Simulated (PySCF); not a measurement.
HBF (SMILES [BH]F), doublet, at a GFN2-xTB geometry. Base run: TPSS/6-31G* in PySCF.

Here is a job for PySCF.
```python
from pyscf import gto, scf, dft

mol = gto.M(
    atom='''
B    -0.62114934    0.42261065    0.01060937
F     0.52302898   -0.21010080   -0.00107771
H    -1.60151411   -0.22214599   -0.04334740
''',
    basis='6-31g*',
    spin=1,
    verbose=4,
)

mf = dft.UKS(mol)
mf.xc = 'tpss'
mf.kernel()
```

Each row names what was changed in the base input (with any setting that the change needs).

```
change                                           ΔE vs base (µEh)  fitting functions  dipole (D)
-----------------------------------------------  ----------------  -----------------  ----------
base                                                          0.0                  -        0.31
auxbasis = cc-pvqz-jkfit                                    -16.7                263        0.31
auxbasis = autoaux                                           -143                229        0.31
auxbasis = def2-universal-jkfit                             -33.2                170        0.31
auxbasis = cc-pvtz-ri                                        -103                192        0.31
auxbasis = def2-tzvp-ri                                      -116                167        0.31
auxbasis = default (with mf = mf.density_fit())             -51.0                163        0.31
auxbasis = even-tempered beta=1.6                           -31.6                370        0.31
auxbasis = def2-universal-jfit                              -52.8                109        0.31
auxbasis = cc-pvdz-jkfit                                    -51.0                163        0.31
```

A fitting set is made for a task (jfit for Coulomb, jkfit for Coulomb and exchange, ri for correlation) and for a family of orbital bases.

Open shells are given as the SCF converged; they aren't shown to be the lowest states, and a large step between rows can be another state.
